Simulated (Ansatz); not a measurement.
Scan of H2O (cation, charge +1), doublet: map of symmetric stretch and bend. Scanned: O-H bond length and H-O-H angle.

Cartesian coordinates as functions of the variables (Å; names that start with a are angles):
```
O  0  0  0
H  r*sin(a/2)  0  r*cos(a/2)
H  -r*sin(a/2)  0  r*cos(a/2)
```

Computed with CCSDT on UHF/cc-pVDZ, frozen core (Ansatz, a quantum-chemistry and plane-wave program).

Energy in eV above the lowest grid point; x is the O-H bond length (Å), y the H-O-H angle (°).

```
y \ x    0.85   0.89   0.96      1   1.04   1.10   1.14   1.21   1.25   1.31   1.35
------  -----  -----  -----  -----  -----  -----  -----  -----  -----  -----  -----
180     2.365  1.678  1.113  1.052  1.127  1.420  1.701  2.295  2.671  3.259  3.658
171.95  2.337  1.649  1.082  1.020  1.093  1.384  1.663  2.255  2.629  3.215  3.611
161     2.215  1.523  0.949  0.882  0.949  1.231  1.505  2.086  2.455  3.031  3.421
149.41  2.009  1.311  0.726  0.652  0.712  0.983  1.249  1.818  2.180  2.748  3.132
141.51  1.848  1.146  0.553  0.475  0.530  0.794  1.056  1.619  1.978  2.542  2.925
132.37  1.670  0.961  0.360  0.277  0.328  0.587  0.845  1.403  1.759  2.321  2.704
118.98  1.491  0.767  0.147  0.057  0.103  0.355  0.609  1.161  1.516  2.075  2.457
112.47  1.465  0.730  0.095  0.000  0.042  0.289  0.542  1.091  1.444  2.002  2.382
102.42  1.532  0.776  0.111  0.001  0.032  0.268  0.514  1.055  1.404  1.957  2.335
89.73   1.851  1.059  0.335  0.197  0.202  0.406  0.635  1.153  1.492  2.031  2.401
79.07   2.368  1.532  0.739  0.564  0.536  0.694  0.896  1.375  1.695  2.211  2.568
70      3.031  2.143  1.267  1.050  0.980  1.083  1.252  1.678  1.972  2.453  2.790
```

Points that lie below all their neighbours on the grid: x = 1, y = 112.47 (0.000 eV).
